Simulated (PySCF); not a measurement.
A structure optimised at PBE-D3(BJ)/def2-SVP, used in a PySCF frequency run:

```
O
Si 1 1.6454
F 2 1.6296 1 106.89
O 2 1.6522 3 111.89 1 117.14
H 4 0.9722 2 115.88 3 78.93
O 2 1.6562 3 107.95 1 -123.05
H 6 0.9727 2 115.62 3 43.12
Si 1 1.6848 2 135.45 3 124.51
H 8 1.4998 1 106.89 2 176.56
H 8 1.5024 9 109.68 1 -119.90
H 8 1.5030 9 109.61 10 -120.23
```
Charge 0, spin multiplicity 1.

Task: Write its SMILES and formula.

Result: O[Si](O)(F)O[SiH3], FH5O3Si2

Task: What are its rotational constants (standard atomic weights)?

Result: 3.7662, 1.3871, 1.3636 GHz
